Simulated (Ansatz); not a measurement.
Calculated with Ansatz (gas phase, PBE0-D4/def2-TZVP geometries, no zero-point term in ΔE). CBS: MP2 limit from def2 TZ/QZ plus the TZ coupled-cluster correction, frozen cores. DFT in def2-TZVPP. B3LYP here is the variant with VWN-RPA as its local correlation; programs differ in this. For Ge outer-core shells are correlated without core-valence functions, which leaves a few kJ/mol of doubt a bond. Scalar relativity is left out up to krypton. Each species was taken in one conformer, which may not be the lowest.

Reaction (ligand exchange at the Si–O bond): `O[SiH](O)[O][GeH3]` + `O[SiH](F)S` → `O[SiH](O)S[SiH](O)F` + `[OH][GeH3]`

| level | ΔE (kJ/mol) | difference from CCSD(T)/CBS |
| --- | --- | --- |
| PBE-D4 | 36.8 | -20.0 |
| r2SCAN-D4 | 50.2 | -6.6 |
| PBE0-D4 | 43.8 | -13.0 |
| B3LYP-D4 | 54.8 | -2.0 |
| ωB97X-V | 55.7 | -1.1 |
| ωB97M-V | 54.8 | -2.0 |
| B2PLYP | 61.9 | 5.1 |
| PBE | 42.1 | -14.7 |
| r2SCAN | 51.5 | -5.3 |
| PBE0 | 48.5 | -8.3 |
| B3LYP | 63.5 | 6.7 |
| HF/def2-TZVPP | 86.8 | 30.0 |
| MP2/def2-TZVPP | 55.6 | -1.2 |
| SCS-MP2/def2-TZVPP | 63.5 | 6.7 |
| CCSD/def2-TZVPP | 66.5 | 9.7 |
| CCSD(T)/def2-TZVPP | 60.8 | 4.0 |
| HF/def2-QZVPP | 88.7 | 31.9 |
| MP2/def2-QZVPP | 54.0 | -2.8 |
| SCS-MP2/def2-QZVPP | 61.8 | 5.0 |
| HF/CBS(def2) | 88.9 | 32.1 |
| MP2/CBS(def2) | 51.7 | -5.1 |
| CCSD/CBS(def2) | 62.6 | 5.8 |
| CCSD(T)/CBS | 56.8 | 0 |

Largest T1 diagnostic among the species: 0.012.

From PBE to PBE0 (25 % exact exchange), in def2-TZVPP and without D4, ΔE moves by +6.4 kJ/mol. The D4 term adds −8.7 kJ/mol with B3LYP and −4.7 kJ/mol with PBE0; it sums over pairs of atoms, weighted by their polarisabilities, and B3LYP, whose exchange is more repulsive, gets the larger term.
